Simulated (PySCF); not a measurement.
Cl2O2W, multiplicity 1. Atoms are numbered in the order given.

```xyz
5

W      0.0000     0.0000     0.2086
O      0.0000     1.3640     1.2293
O      0.0000    -1.3640     1.2293
Cl    -1.9152     0.0000    -1.0326
Cl     1.9152     0.0000    -1.0326
```

Geometry optimised at B3LYP-D3(BJ)/def2-SVP. The multiplicity is an assumed one; no other spin state was optimised. The isomer is the one that the SMILES or the coordinates give; other isomers of the formula were not compared. The def2 effective core potentials stand for the cores of W; spin–orbit coupling is left out.

All values below come from PBE/def2-TZVP run with PySCF.

ESP charges are fitted to the potential on shells at 1.4 to 2.0 van der Waals radii. Atomic charges (e):

```csv
atom,Löwdin,Mulliken,ESP fit
W1,0.21,1.23,___
O2,-0.22,-0.37,___
O3,-0.22,-0.37,___
Cl4,0.11,-0.25,___
Cl5,0.11,-0.25,___
```

**Question.** What belongs in the gaps? (An estimate is asked for; the answer gives what the named calculation found.)

**Answer.** 
- W1, ESP fit: 0.65
- O2, ESP fit: -0.26
- O3, ESP fit: -0.26
- Cl4, ESP fit: -0.06
- Cl5, ESP fit: -0.06
